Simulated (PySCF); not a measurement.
**How methods differ on the excitation energy of Mg⁺**

Mg⁺ [Ne] 3s1 (2S) → Mg⁺ [Ne] 3p1 (2P), as a difference of total energies. Calculation: PySCF 2.14, in def2-TZVPPD; the non-relativistic Hamiltonian (point nucleus). Correlated levels: valence and next inner shell: 1s2 frozen. The calculations carry no spin-orbit coupling.

```json
{"method": "UHF", "excitation energy (cm⁻¹)": "34668", "error (cm⁻¹)": "-1062"}
{"method": "LDA", "excitation energy (cm⁻¹)": "33906", "error (cm⁻¹)": "-1825"}
{"method": "PBE", "excitation energy (cm⁻¹)": "32797", "error (cm⁻¹)": "-2933"}
{"method": "PBE0", "excitation energy (cm⁻¹)": "33317", "error (cm⁻¹)": "-2414"}
{"method": "r2SCAN", "excitation energy (cm⁻¹)": "32731", "error (cm⁻¹)": "-2999"}
{"method": "r2SCANh", "excitation energy (cm⁻¹)": "33044", "error (cm⁻¹)": "-2686"}
{"method": "B97-3", "excitation energy (cm⁻¹)": "32821", "error (cm⁻¹)": "-2910"}
{"method": "wB97M-V", "excitation energy (cm⁻¹)": "34964", "error (cm⁻¹)": "-767"}
{"method": "M06", "excitation energy (cm⁻¹)": "31048", "error (cm⁻¹)": "-4682"}
{"method": "MP2 (valence and next inner shell)", "excitation energy (cm⁻¹)": "35408", "error (cm⁻¹)": "-322"}
{"method": "SCS-MP2 (valence and next inner shell)", "excitation energy (cm⁻¹)": "35231", "error (cm⁻¹)": "-500"}
```

Reference: 35730 cm⁻¹ (measured; NIST levels, between the centres of gravity of the two terms).

Errors of the correlated levels include the incompleteness of this basis and the frozen core.
